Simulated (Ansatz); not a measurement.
System: CH3Cl2Ga, net charge 0, singlet state. 
Geometry from a B3LYP-D3(BJ)/def2-TZVP (Ansatz, a first-principles code) optimisation:
```
Ga
C 1 1.9567
H 2 1.0883 1 109.96
H 2 1.0885 3 110.41 1 121.38
H 2 1.0907 3 108.99 4 119.50
Cl 1 2.1544 2 123.10 3 -27.16
Cl 1 2.1545 2 122.98 3 153.51
```
Charge 0, spin multiplicity 1.

Basis-set convergence of Hartree-Fock and MP2 correlation energies (hartree) with Ansatz. Valence correlation only, unless marked. No spin-orbit coupling. The frozen core is the preceding noble-gas configuration, with the filled d and f shells of earlier blocks. No relativistic terms.

| basis | functions | E(HF) | E(corr, MP2) |
|---|---|---|---|
| def2-SVP | 97 | -2881.43043 | -0.46845 |
| def2-TZVPP | 205 | -2882.03824 | -0.62466 |
| def2-QZVPP | 376 | -2882.10534 | -0.68010 |

Extrapolating the two largest sets (X = 3 and 4) as X^-3: E(corr) = (64·(-0.68010) - 27·(-0.62466))/37 = -0.7206 Eh, an estimate of the basis-set limit. The largest set recovers 94.4 % of it, the smallest 65.0 %.
